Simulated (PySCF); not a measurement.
## Ir²⁺ (iridium, charge +2) across methods

[Xe] 4f14 5d7, high-spin 4F determinant. Computed with PySCF 2.14 in aug-cc-pVDZ-PP with ECP60MDF, with a scalar-relativistic core potential.

```tsv
method	E (hartree)	mean ε 5p β (eV)	mean ε 5d α (eV)	mean ε 5d β (eV)	Σ⟨r²⟩ (bohr²)	⟨S²⟩
LDA	-103.2057	-71.293	-25.505	-23.696	33.12	3.751
UHF	-102.76324	-81.516	-31.236	-28.719	32.44	3.754
PW91	-103.4942	-71.288	-25.421	-23.689	32.89	3.751
PBE0	-103.4262	-74.078	-27.036	-25.144	32.69	3.751
CAM-B3LYP	-103.3818	-75.577	-28.397	-26.656	32.82	3.751
PBE	-103.4492	-71.199	-25.355	-23.608	32.89	3.751
B3LYP	-103.4635	-73.637	-26.660	-24.961	32.83	3.751
r2SCAN	-103.4687	-72.191	-25.705	-23.670	32.63	3.752
BHandHLYP	-103.3312	-76.908	-28.530	-26.647	32.63	3.752
```

Energies and moments cover only the electrons outside the core potential. Spin-orbit coupling, absent here, splits the open shell strongly.
